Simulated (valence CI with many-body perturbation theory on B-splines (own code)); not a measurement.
Forbidden lines of Nd20+

Level of theory: relativistic CI+MBPT: four valence electrons over a frozen Dirac-Fock core [Kr], radial functions for each j: 7 s, 7 p, 8 d, 6 f, 4 g, 1 h, with the one-electron correlation potential Σ1, the two-electron term Σ2, the three-electron term Σ3, Breit, model QED; selected CI, second order for the rest, scaled by the run's own slope (own B-spline code, finite nucleus).

No measured spectrum was set against this ion. As an estimate, terms of the open shell hold to 2 to 4 % of their energy, and close levels can change places. The list stops below the first excitations out of the core.

Lines 51 to 100 of 120 in falling wavelength, among levels below 81.962 eV, chosen from the decays that carry over 1 % of a level's rate. Wavelengths and rates use the calculated energies, so an error of 2000 cm⁻¹ moves a line at 2175 Å by 4.3 % and its rate by three times that or more. S is in atomic units (e²a₀⁴ for E2 and M2, e²a₀⁶ for E3), for M1 in squared Bohr magnetons. Weak lines are less certain than strong ones. Lines between different terms over intervals too small for the method are left out, as are lines whose strength nearly cancels.

Levels are named by their leading jj configuration (3d3/2^4 stands for four electrons in 3d with j = 3/2), which in mixed levels can hold well under half, so a name can repeat and another be missing. Letters in brackets count levels of one name in rising energy.

```tsv
λ vac (Å)	Upper	Lower	Type	A (s⁻¹)	S (a.u.)
2175	(4d3/2^2 4d5/2^2) J=2 [c]	(4d3/2^2 4d5/2^2) J=3 [a]	M1	3.61e+01	6.88e-02
2114	(4d3/2^2 4d5/2^2) J=0 [a]	(4d3/2^3 4d5/2) J=1	M1	3.55e+03	1.24e+00
2052	(4d3/2 4d5/2^3) J=1 [b]	(4d3/2 4d5/2^3) J=1 [a]	M1	1.38e+02	1.32e-01
2038	(4d3/2 4d5/2^3) J=6	(4d3/2^2 4d5/2^2) J=5	M1	7.13e+02	2.91e+00
2007	(4d5/2^4) J=4	(4d3/2 4d5/2^3) J=5	M1	3.35e+02	9.03e-01
1974	(4d3/2 4d5/2^3) J=3 [b]	(4d3/2^2 4d5/2^2) J=3 [b]	M1	6.60e+02	1.32e+00
1920	(4d3/2 4d5/2^3) J=1 [a]	(4d3/2^2 4d5/2^2) J=2 [a]	M1	1.01e+03	7.92e-01
1917	(4d3/2 4d5/2^3) J=3 [b]	(4d3/2^2 4d5/2^2) J=2 [b]	M1	3.81e+02	6.98e-01
1877	(4d3/2^2 4d5/2^2) J=1	(4d3/2^3 4d5/2) J=2	M1	1.78e+03	1.31e+00
1865	(4d3/2^2 4d5/2^2) J=4 [b]	(4d3/2^3 4d5/2) J=4	M1	6.54e+00	1.42e-02
1851	(4d3/2^2 4d5/2^2) J=2 [e]	(4d3/2^2 4d5/2^2) J=3 [b]	M1	2.82e+02	3.32e-01
1833	(4d3/2 4d5/2^3) J=3 [b]	(4d3/2^2 4d5/2^2) J=4 [b]	M1	2.85e+02	4.55e-01
1823	(4d3/2^2 4d5/2^2) J=4 [b]	(4d3/2^3 4d5/2) J=3	M1	6.59e+01	1.33e-01
1804	(4d3/2 4d5/2^3) J=3 [c]	(4d3/2^2 4d5/2^2) J=2 [c]	M1	3.30e+02	5.03e-01
1800	(4d3/2^2 4d5/2^2) J=2 [e]	(4d3/2^2 4d5/2^2) J=2 [b]	M1	9.99e+01	1.08e-01
1786	(4d3/2^2 4d5/2^2) J=4 [c]	(4d3/2^2 4d5/2^2) J=5	M1	7.76e+01	1.48e-01
1763	(4d3/2 4d5/2^3) J=1 [b]	(4d3/2^2 4d5/2^2) J=2 [c]	M1	4.98e+02	3.03e-01
1750	(4d3/2^2 4d5/2^2) J=2 [d]	(4d3/2^2 4d5/2^2) J=1	M1	1.57e+02	1.56e-01
1746	(4d3/2^2 4d5/2^2) J=2 [b]	(4d3/2^3 4d5/2) J=3	M1	1.45e+01	1.43e-02
1738	(4d3/2^2 4d5/2^2) J=3 [b]	(4d3/2^3 4d5/2) J=4	M1	7.63e+02	1.04e+00
1732	(4d3/2 4d5/2^3) J=3 [c]	(4d3/2 4d5/2^3) J=3 [a]	M1	2.83e+01	3.81e-02
1730	(4d5/2^4) J=4	(4d3/2 4d5/2^3) J=3 [a]	M1	1.10e+03	1.90e+00
1701	(4d3/2^2 4d5/2^2) J=3 [b]	(4d3/2^3 4d5/2) J=3	M1	3.91e+01	4.99e-02
1672	(4d3/2 4d5/2^3) J=5	(4d3/2^2 4d5/2^2) J=4 [a]	M1	1.33e+02	2.53e-01
1652	(4d3/2 4d5/2^3) J=0	(4d3/2^2 4d5/2^2) J=1	M1	2.64e+03	4.41e-01
1650	(4d3/2^2 4d5/2^2) J=2 [a]	(4d3/2^3 4d5/2) J=1	M1	1.17e+03	9.71e-01
1593	(4d3/2^2 4d5/2^2) J=4 [c]	(4d3/2^2 4d5/2^2) J=3 [a]	M1	4.01e+02	5.41e-01
1530	(4d3/2 4d5/2^3) J=1 [a]	(4d3/2^2 4d5/2^2) J=0 [a]	M1	1.55e+03	6.18e-01
1528	(4d3/2^2 4d5/2^2) J=2 [d]	(4d3/2^2 4d5/2^2) J=2 [a]	M1	4.38e+01	2.89e-02
1502	(4d3/2 4d5/2^3) J=4 [a]	(4d3/2^3 4d5/2) J=4	M1	7.98e+01	9.03e-02
1501	(4d3/2^2 4d5/2^2) J=2 [b]	(4d3/2^3 4d5/2) J=2	M1	5.06e+01	3.17e-02
1486	(4d3/2^2 4d5/2^2) J=2 [d]	(4d3/2^2 4d5/2^2) J=3 [a]	M1	2.15e+02	1.31e-01
1484	(4d3/2 4d5/2^3) J=3 [c]	(4d3/2 4d5/2^3) J=4 [a]	M1	2.51e+02	2.13e-01
1483	(4d5/2^4) J=4	(4d3/2 4d5/2^3) J=4 [a]	M1	2.63e+03	2.86e+00
1475	(4d3/2 4d5/2^3) J=4 [a]	(4d3/2^3 4d5/2) J=3	M1	4.65e+02	4.97e-01
1468	(4d3/2^2 4d5/2^2) J=3 [b]	(4d3/2^3 4d5/2) J=2	M1	5.46e+01	4.48e-02
1452	(4d3/2^2 4d5/2^2) J=2 [e]	(4d3/2^2 4d5/2^2) J=1	M1	5.28e+02	3.00e-01
1410	(4d3/2^2 4d5/2^2) J=4 [c]	(4d3/2^2 4d5/2^2) J=4 [a]	M1	4.52e+02	4.23e-01
1355	(4d3/2 4d5/2^3) J=3 [b]	(4d3/2^2 4d5/2^2) J=2 [a]	M1	2.73e+01	1.76e-02
1322	(4d3/2 4d5/2^3) J=3 [b]	(4d3/2^2 4d5/2^2) J=3 [a]	M1	3.10e+02	1.86e-01
1308	(4d5/2^4) J=4	(4d3/2^2 4d5/2^2) J=3 [b]	M1	9.15e+01	6.83e-02
1291	(4d3/2 4d5/2^3) J=3 [a]	(4d3/2^3 4d5/2) J=3	M1	3.28e+02	1.83e-01
1265	(4d3/2^2 4d5/2^2) J=2 [e]	(4d3/2^2 4d5/2^2) J=3 [a]	M1	7.76e+02	2.91e-01
1263	(4d3/2 4d5/2^3) J=1 [b]	(4d3/2^2 4d5/2^2) J=2 [b]	M1	8.59e+01	1.92e-02
1254	(4d3/2^2 4d5/2^2) J=2 [c]	(4d3/2^3 4d5/2) J=3	M1	2.25e+03	8.23e-01
1245	(4d3/2 4d5/2^3) J=3 [c]	(4d3/2^2 4d5/2^2) J=4 [b]	M1	4.06e+01	2.04e-02
1244	(4d5/2^4) J=4	(4d3/2^2 4d5/2^2) J=4 [b]	M1	1.76e+02	1.13e-01
1216	(4d3/2^2 4d5/2^2) J=2 [b]	(4d3/2^3 4d5/2) J=1	M1	1.49e+02	4.97e-02
1193	(4d3/2 4d5/2^3) J=3 [b]	(4d3/2^2 4d5/2^2) J=4 [a]	M1	3.69e+02	1.63e-01
1188	(4d3/2 4d5/2^3) J=5	(4d3/2^3 4d5/2) J=4	M1	4.17e+01	2.85e-02
```
